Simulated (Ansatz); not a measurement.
Program: Ansatz. Geometries: PBE0-D4/def2-TZVP. ΔE: electronic, gas phase. CBS: MP2 limit from def2 TZ/QZ plus the TZ coupled-cluster correction, frozen cores. Functionals use def2-TZVPP. Elements past krypton have def2 core potentials. For Sn outer-core shells are correlated without core-valence functions, which leaves a few kJ/mol of doubt a bond. One conformer a species, not always the lowest.

Consider the substitution at a C–C bond: `CC(C)NC(C)(C)C` + `[OH][SnH2][SH]` → `C[O][SnH2][SH]` + `CCNC(C)(C)C`.

`CC(C)NC(C)(C)C`:

Z-matrix (Å, degrees):
```
C
C 1 1.529
H 1 1.094 2 110.4
H 1 1.094 2 110.7 3 119.4
H 1 1.091 2 112.2 3 -119.8
N 2 1.452 1 116.8 3 -174.2
C 2 1.521 1 110.0 3 -51.6
H 2 1.095 1 107.9 3 65.3
C 6 1.463 2 122.7 1 -62.9
H 6 1.013 2 110.2 1 68.7
H 7 1.092 2 111.2 1 56.4
H 7 1.091 2 110.5 1 177.6
H 7 1.096 2 110.5 1 -62.9
C 9 1.534 6 113.9 2 80.5
C 9 1.528 6 105.9 2 -160.8
C 9 1.523 6 110.0 2 -43.3
H 14 1.094 9 110.3 6 55.2
H 14 1.094 9 110.7 6 174.2
H 14 1.090 9 112.3 6 -65.3
H 15 1.094 9 110.5 6 -59.2
H 15 1.091 9 110.2 6 60.0
H 15 1.093 9 111.2 6 -178.9
H 16 1.093 9 110.6 6 -52.7
H 16 1.092 9 112.1 6 68.5
H 16 1.092 9 109.8 6 -172.1
```

`[OH][SnH2][SH]`:

Cartesian coordinates in Å:
```
O 1.501 0.196 -0.843
Sn 0.042 -0.620 0.187
S -1.807 0.906 0.232
H 1.199 0.582 -1.670
H -0.527 -2.019 -0.603
H 0.739 -0.852 1.718
H -1.147 1.806 0.980
```

`C[O][SnH2][SH]`:

Cartesian coordinates in Å:
```
C -0.166 -1.769 -0.007
O 0.214 -0.596 0.665
Sn 0.424 1.071 -0.354
S 0.260 2.826 1.249
H -0.429 -2.523 0.742
H 0.646 -2.180 -0.624
H -1.043 -1.626 -0.655
H -0.856 1.082 -1.488
H 1.986 1.141 -1.032
H -1.035 2.575 1.503
```

`CCNC(C)(C)C`:

```xyz
22

C    -0.570    0.786    2.442
C    -0.898    1.131    0.997
N     0.210    0.985    0.068
C     0.299   -0.231   -0.742
C    -0.805   -0.207   -1.795
C     1.651   -0.181   -1.440
C     0.201   -1.527    0.070
H    -1.428    0.971    3.094
H    -0.276   -0.260    2.553
H     0.256    1.406    2.806
H    -1.732    0.514    0.652
H    -1.261    2.165    0.959
H     1.087    1.138    0.548
H    -1.798   -0.241   -1.341
H    -0.735    0.705   -2.391
H    -0.719   -1.070   -2.460
H     2.467   -0.204   -0.711
H     1.742    0.737   -2.026
H     1.778   -1.036   -2.108
H    -0.756   -1.599    0.594
H     1.002   -1.582    0.813
H     0.284   -2.401   -0.581
```

```tsv
level	ΔE (kJ/mol)
PBE-D4	66.8
r2SCAN-D4	69.0
PBE	63.5
PBE0	65.8
CCSD(T)/def2-TZVPP	70.8
HF/def2-QZVPP	54.8
SCS-MP2/def2-QZVPP	70.9
CCSD/CBS(def2)	69.9
```

Task: What does CCSD(T)/CBS give? (An estimate is asked.)

Result: Computed: +71.5 kJ/mol. The listed levels differ from it by -4.7, -2.5, -8.0, -5.7, -0.7, -16.7, -0.6, -1.6 kJ/mol.

Largest T1 diagnostic among the species: 0.013.

The D4 term adds +4.8 kJ/mol with B3LYP and +3.0 kJ/mol with PBE0; it sums over pairs of atoms, weighted by their polarisabilities, and B3LYP, whose exchange is more repulsive, gets the larger term. In def2-TZVPP, CCSD(T) changes the Hartree–Fock value by +15.4 kJ/mol (the triples alone add +1.6 kJ/mol) and MP2 by +21.8 kJ/mol.

B3LYP here is the variant with VWN-RPA as its local correlation; programs differ in this.
